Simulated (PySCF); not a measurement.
H3N. Atoms are numbered in the order given.

```xyz
4

N      0.0000     0.0000     0.1117
H      0.8165    -0.4714    -0.2605
H     -0.8165    -0.4714    -0.2605
H      0.0000     0.9428    -0.2605
```

Geometry optimised at B3LYP-D3(BJ)/def2-TZVP.

The numbers are results of PBE0/pcSseg-1 (PySCF), not measurements.

GIAO shieldings, no solvent; atoms alike by connectivity are averaged. δ = σ(ref) − σ: ¹H against TMS (σ = 31.56 ppm), references at their B3LYP-D3(BJ)/def2-TZVP geometries, non-relativistic.

Task: Estimate the chemical shifts. (Estimate from the structure and the level; the computed values follow.)

Result: 
```json
[
 {"nucleus": "¹H", "atoms": "H2, H3, H4", "count": "3", "δ (ppm)": "-0.15"}
]
```
